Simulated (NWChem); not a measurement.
C3H4Cl2Si; SMILES C=C=C(Cl)[SiH2]Cl

```xyz
10

C      1.6535     2.6766     0.4439
C      0.7784     1.7455     0.1685
C     -0.0578     0.7782    -0.1232
Cl    -1.7857     0.9697     0.0853
Si     0.5179    -0.8715    -0.7945
Cl     0.0728    -2.3746     0.5528
H      2.0948     2.7601     1.4432
H      1.9654     3.4042    -0.3133
H      1.9906    -0.8141    -0.9898
H     -0.2005    -1.1716    -2.0615
```
Atoms are numbered in this order, from 1.

Coordinates come from a PBE0/def2-SVP optimisation.

Problem. Give the principal values of the shielding tensors (ppm) of C1, C2, C3, Cl4, Si5 from B3LYP/6-31G* (spherical d), GIAO (NWChem), with their diamagnetic and paramagnetic parts as GIAO splits them.

Solution. 
| atom | σ11 | σ22 | σ33 | isotropic | diamagnetic | paramagnetic |
|---|---|---|---|---|---|---|
| C1 | 35.2 | 128.3 | 176.5 | 113.3 | 271.5 | -158.2 |
| C2 | -36.4 | -28.5 | 23.2 | -13.9 | 237.5 | -251.4 |
| C3 | 39.4 | 97.6 | 146.7 | 94.6 | 271.1 | -176.5 |
| Cl4 | 645.3 | 695.5 | 989.0 | 776.6 | 1146.1 | -369.5 |
| Si5 | 379.4 | 410.6 | 426.4 | 405.4 | 882.2 | -476.8 |
